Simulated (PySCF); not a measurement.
B(H)(Me)(SiH3) (CH₇BSi), SMILES CB[SiH3].

The structure is a stationary point at PBE0-D3(BJ)/def2-SVP.

Method: PBE0-D3(BJ)/def2-SVP (PySCF).

Frequencies are harmonic and unscaled.

| mode | ν (cm⁻¹) | IR (km/mol) | Raman (Å⁴/amu) | depolarisation | moving atoms (share of kinetic energy) |
|---|---|---|---|---|---|
| 1 | 49 | 0.0 | 0.5 | 0.74 | H 84 %, B 10 % |
| 2 | 131 | 1.3 | 0.7 | 0.58 | H 86 %, B 9 % |
| 3 | 216 | 1.3 | 0.4 | 0.20 | H 49 %, C 23 %, B 17 %, Si 11 % |
| 4 | 422 | 27.6 | 6.8 | 0.75 | H 90 %, Si 8 % |
| 5 | 509 | 7.3 | 7.3 | 0.38 | H 61 %, Si 17 %, C 12 %, B 10 % |
| 6 | 526 | 8.1 | 4.0 | 0.46 | H 82 % |
| 7 | 628 | 15.8 | 8.9 | 0.29 | H 52 %, B 31 %, Si 15 % |
| 8 | 838 | 1.7 | 2.8 | 0.73 | H 54 %, B 34 %, C 8 % |
| 9 | 843 | 8.6 | 3.1 | 0.74 | H 83 %, C 9 % |
| 10 | 880 | 175.3 | 12.6 | 0.74 | H 90 %, Si 9 % |
| 11 | 926 | 33.9 | 29.1 | 0.74 | H 97 % |
| 12 | 947 | 46.1 | 25.4 | 0.75 | H 96 % |
| 13 | 1032 | 7.1 | 5.8 | 0.18 | H 53 %, B 25 %, C 22 % |
| 14 | 1135 | 50.5 | 0.9 | 0.20 | H 51 %, B 42 % |
| 15 | 1294 | 67.3 | 7.7 | 0.65 | H 66 %, C 27 % |
| 16 | 1389 | 4.9 | 15.3 | 0.75 | H 96 % |
| 17 | 1444 | 6.3 | 9.9 | 0.75 | H 91 %, C 8 % |
| 18 | 2191 | 70.7 | 186.1 | 0.21 | H 97 % |
| 19 | 2207 | 81.0 | 173.0 | 0.13 | H 98 % |
| 20 | 2211 | 110.0 | 108.0 | 0.69 | H 96 % |
| 21 | 2585 | 114.6 | 127.7 | 0.26 | H 91 %, B 9 % |
| 22 | 2998 | 2.9 | 148.5 | 0.07 | H 95 % |
| 23 | 3110 | 11.0 | 109.4 | 0.36 | H 93 % |
| 24 | 3171 | 4.8 | 85.8 | 0.72 | H 90 %, C 10 % |
